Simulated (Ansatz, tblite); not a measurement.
Cost and result up the ladder for the cluster GeCl₃⁻ (4 atoms). Charge -1, multiplicity 1. Geometry: PBE0-D4/def2-SVPD.

```xyz
4

Ge   -0.7335    0.1923   -0.4132
Cl    0.4448    1.8711    0.6830
Cl    1.0511   -0.7131   -1.5969
Cl   -0.7625   -1.3503    1.3271
```

Ansatz on 4 threads of Arm Neoverse V2 on a shared host; xTB runs through tblite on one thread. Times are rough, summed over both states, and most runs start from the orbitals of an earlier one. B2PLYP/def2-TZVPD serves as the yardstick here, not as an exact answer. The other state is a quintet at its own geometry, which has other bonds, so the gap mixes isomer and spin.

The xTB rows come from tblite. LC-ωPBE has ω = 0.4 bohr⁻¹. B3LYP takes the VWN-RPA correlation. Correlated methods freeze 24 core orbitals; core or outer-core shells of Ge are correlated, in sets that lack core-valence functions. The structure comes from a short search, and lower isomers may exist.

Correlated methods converge slowly with the basis.

xTB has no spin-polarisation term.

```
                          level  functions  quintet − singlet (eV)  difference from B2PLYP/def2-TZVPD (eV)                    remarks
             RPA@PBE/def2-TZVPD        192                    6.36                                   -0.28                          –
                       GFN2-xTB         36                    9.65                                    3.01                          –
              B2PLYP/def2-TZVPD        192                    6.64                                    0.00                          –
           r2SCAN-D4/def2-TZVPD        192                    6.23                                   -0.41                          –
            BHLYP-D4/def2-TZVPD        192                    6.58                                   -0.06                          –
PBE-D4/def2-TZVPD (with forces)        192                    6.37                                   -0.27  HOMO above zero (quintet)
             PBE0-D4/def2-TZVPD        192                    6.43                                   -0.21                          –
             ωB97M-V/def2-TZVPD        192                    6.88                                    0.24                          –
                 MP2/def2-TZVPD        192                    6.87                                    0.23                          –
            B3LYP-D4/def2-TZVPD        192                    6.55                                   -0.09                          –
             LC-ωPBE/def2-TZVPD        192                    6.50                                   -0.14                          –
                       GFN1-xTB         36                    8.13                                    1.49                          –
```

Q: Estimate how long each takes.

A: GFN1-xTB 0.007 s; GFN2-xTB 0.007 s; PBE-D4/def2-TZVPD (with forces) 4.4 s; MP2/def2-TZVPD 6.1 s; RPA@PBE/def2-TZVPD 7.4 s; LC-ωPBE/def2-TZVPD 7.5 s; PBE0-D4/def2-TZVPD 8.1 s; B3LYP-D4/def2-TZVPD 8.2 s; BHLYP-D4/def2-TZVPD 9.4 s; r2SCAN-D4/def2-TZVPD 9.9 s; B2PLYP/def2-TZVPD 11 s; ωB97M-V/def2-TZVPD 22 s. On shared hardware such times vary by a factor of up to 3.
